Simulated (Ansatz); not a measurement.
**Ligand exchange: SiH(CH3)2(SiH3) + C2H2F4 → SiH(CH3)(SiH3)F + C3H5F3**

Gas-phase species: SiH(CH3)2(SiH3), singlet; C2H2F4 (norflurane) `FCC(F)(F)F`, singlet; SiH(CH3)(SiH3)F, singlet; C3H5F3 (1,1,1-trifluoropropane) `CCC(F)(F)F`, singlet. The partners trade CH3 for F: Si–CH3 and C–F bonds give way to Si–F and C–CH3.

Shapes, held fixed at every level: PBE0-D4/def2-TZVP. Programs: Ansatz 0.2.0. The zero-point and thermal change to 298 K, harmonic and unscaled (PBE0-D4/def2-TZVP), is +3.7 kJ/mol.

| level | kind | ΔH(298 K) (kJ/mol) | less CCSD(T)/CBS estimate |
| --- | --- | --- | --- |
| HF/def2-TZVPP | Hartree–Fock | -199.6 | -1.7 |
| B3LYP-D4/def2-TZVPP | global hybrid | -188.8 | +9.1 |
| BHLYP-D4/def2-TZVPP | global hybrid | -195.5 | +2.4 |
| r2SCAN0-D4/def2-TZVPP | global hybrid | -192.0 | +5.9 |
| wB97X-V/def2-TZVPP | range-separated hybrid | -189.5 | +8.4 |
| CCSD/def2-SVP | coupled cluster or CI | -184.0 | +13.9 |
| CCSD(T)/def2-TZVPP | coupled cluster or CI | -192.9 | +5.0 |
| CCSD(T)/CBS estimate | coupled cluster or CI | -197.9 | 0.0 |

The highest level, CCSD(T)/CBS estimate, gives ΔH(298 K) = -197.9 kJ/mol; the levels span -199.6 to -184.0. The column of differences is taken from that level and isn't an error. No measured value is set beside it here. The CBS estimate extrapolates MP2 from def2-TZVPP and def2-QZVPP and adds CCSD(T) − MP2 in the triple-zeta set, cores frozen.
